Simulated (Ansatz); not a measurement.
Si8H8⁺, relaxed as a doublet with UKS PBE-D4/def2-SVP in Ansatz, starting from the GFN1-xTB geometry. Force threshold 0.03 eV/Å.

Another isomer (doublet) lies 0.20 eV lower at PBE0-D4/def2-TZVP; other spin states weren't run for this one.

Start:

```csv
atom,x (Å),y (Å),z (Å)
Si1,-1.939,-0.248,-0.206
Si2,0.442,1.116,1.756
Si3,2.182,-0.181,0.836
Si4,-0.231,1.617,-2.180
Si5,1.048,-1.788,-0.466
Si6,-0.379,-1.168,1.425
Si7,-0.425,-0.730,-2.030
Si8,-0.985,1.962,0.029
H9,-1.653,3.241,0.334
H10,2.940,-0.857,1.931
H11,-0.668,-1.479,-3.278
H12,-0.616,-2.089,2.555
H13,1.913,-2.966,-0.679
H14,0.829,2.378,-2.894
H15,-3.364,-0.614,-0.110
H16,0.906,1.807,2.977
```

```tsv
step	energy (eV)	largest force component (eV/Å)	SCF passes
1	-63092.0487	0.812	22
2	-63092.2388	0.241	25
3	-63092.2602	0.162	22
4	-63092.2668	0.103	22
5	-63092.2700	0.042	22
6	-63092.2713	0.026	22
7	-63092.2716	0.015	21
```

Force components are those of the run's own axes.

End:

```
atom    x (Å)    y (Å)    z (Å)
 Si1  -1.9119  -0.2560  -0.1889
 Si2   0.4601   1.1917   1.6418
 Si3   2.1101  -0.1809   0.8150
 Si4  -0.1041   1.6225  -2.1511
 Si5   1.0649  -1.6951  -0.5652
 Si6  -0.2996  -1.1287   1.3945
 Si7  -0.4927  -0.6828  -2.0536
 Si8  -1.0456   1.9575  -0.0354
  H9  -1.7831   3.2131   0.3270
 H10   2.8611  -0.8747   1.9281
 H11  -0.7962  -1.4996  -3.2753
 H12  -0.3761  -2.0476   2.5754
 H13   1.7717  -3.0161  -0.6822
 H14   1.1094   2.3103  -2.7186
 H15  -3.3341  -0.6985   0.0003
 H16   0.7661   1.7850   2.9881
```

By distances, no bond broke or formed. The bond that changes most is Si3–Si6, from 2.81 to 2.65 Å (atoms count from 1).

The force fell under the threshold at step 6, but the optimiser went on. No frequencies were taken in this run, so the end may be a saddle point.

Run time 39 s (4 threads of Arm Neoverse V1 on a shared host).
